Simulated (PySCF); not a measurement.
ClH2Si, SMILES [SiH2]Cl, multiplicity 2. Atoms are numbered in the order given.

```xyz
4

Si    -1.0329     0.1014     0.0000
Cl     1.0317    -0.0164     0.0000
H     -1.5389    -0.5700    -1.2234
H     -1.5389    -0.5700     1.2234
```
Charge 0, spin multiplicity 2.

Geometry optimised at B3LYP-D3(BJ)/def2-TZVP. The isomer is the one that the SMILES or the coordinates give; other isomers of the formula were not compared.

These are B3LYP/def2-TZVPD (PySCF) values and carry that method's errors.

Mulliken values depend strongly on the basis, most of all with diffuse functions as here. ESP charges are fitted to the potential on shells at 1.4 to 2.0 van der Waals radii. Atomic charges (e):

```csv
atom,meta-Löwdin,Mulliken,ESP fit,Mulliken spin
Si1,0.43,0.35,0.10,0.80
Cl2,-0.27,-0.24,-0.12,0.08
H3,-0.08,-0.05,0.01,0.06
H4,-0.08,-0.05,0.01,0.06
```
